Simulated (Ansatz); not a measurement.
Stepwise reaction of `[OH][Nb]([F])([F])([F])[F]` with water, as a gas-phase model of exchange steps in deposition or etching. ΔE in kJ/mol; ΔG adds harmonic PBE0-D4 terms to CCSD(T)/CBS, at 1 bar.

Calculated with Ansatz (gas phase, PBE0-D4/def2-TZVP geometries, no zero-point term in ΔE). CCSD(T)/CBS adds triple-zeta CCSD(T) − MP2 to the extrapolated MP2 energy (def2 sets, frozen cores). This one scheme is used for every species. Functionals use def2-TZVPP. B3LYP here is the variant with VWN-RPA as its local correlation; programs differ in this. def2 core potentials past Kr. For Nb outer-core shells are correlated without core-valence functions, which leaves a few kJ/mol of doubt a bond. One conformer a species, not always the lowest.

| step | reaction | PBE-D4 | B3LYP-D4 | ωB97M-V | CCSD(T)/CBS | ΔG(500 K) |
| --- | --- | --- | --- | --- | --- | --- |
| 1 | `[OH][Nb]([F])([F])([F])[F]` + H₂O → `[OH][Nb]([OH])([F])([F])[F]` + H–F | 37.4 | 35.4 | 35.8 | 29.0 | 21.0 |
| 2 | `[OH][Nb]([OH])([F])([F])[F]` + H₂O → `[OH][Nb]([OH])([OH])([F])[F]` + H–F | 36.0 | 35.7 | 36.0 | 28.3 | 35.5 |

(1) By hand: ΔE of the 2 steps together at CCSD(T)/CBS.

## Answers

(1) (29.0) + (28.3) = 57.3 kJ/mol, or 28.6 kJ/mol a step.

In ΔE the steps differ by no more than 0.7 kJ/mol. All are uphill at CCSD(T)/CBS. ΔG lies between 21.0 and 35.5 kJ/mol a step. PBE-D4 differs from CCSD(T)/CBS by 7.7 to 8.4 kJ/mol a step. Isolated molecules leave out the surface, adducts and barriers. Largest T1 diagnostic: 0.020.
